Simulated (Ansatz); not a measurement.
Consider the ligand exchange at a Ge–C bond: `C[CH](Cl)[GeH3]` + `O[SiH](O)O` → `O[SiH](O)[O][GeH3]` + `CCCl`.

Isolated molecules relaxed with PBE0-D4/def2-TZVP in Ansatz; ΔE leaves out vibrations. CBS: MP2 limit from def2 TZ/QZ plus the TZ coupled-cluster correction, frozen cores. Functionals use def2-TZVPP. For Ge outer-core shells are correlated without core-valence functions, which leaves a few kJ/mol of doubt a bond. Scalar relativity is left out up to krypton. Each species was taken in one conformer, which may not be the lowest.

CCSD(T)/CBS gives -13.4 kcal/mol.

(1) Another level gave -14.5 kcal/mol. Which?
A. r2SCAN/def2-TZVPP
B. SCS-MP2/def2-TZVPP
C. HF/def2-TZVPP
D. PBE-D4/def2-TZVPP

Largest T1 diagnostic among the species: 0.012.

Results:

(1) A. r2SCAN -14.5, PBE-D4 -12.5, SCS-MP2/def2-TZVPP -15.6, HF/def2-TZVPP -20.9 kcal/mol.

The D4 term adds +0.8 kcal/mol with B3LYP and +0.3 kcal/mol with PBE0; it sums over pairs of atoms, weighted by their polarisabilities, and B3LYP, whose exchange is more repulsive, gets the larger term. In def2-TZVPP, CCSD(T) changes the Hartree–Fock value by +6.5 kcal/mol (the triples alone add +0.7 kcal/mol) and MP2 by +7.1 kcal/mol. From PBE to PBE0 (25 % exact exchange), in def2-TZVPP and without D4, ΔE moves by −0.9 kcal/mol.

B3LYP here is the variant with VWN-RPA as its local correlation; programs differ in this.
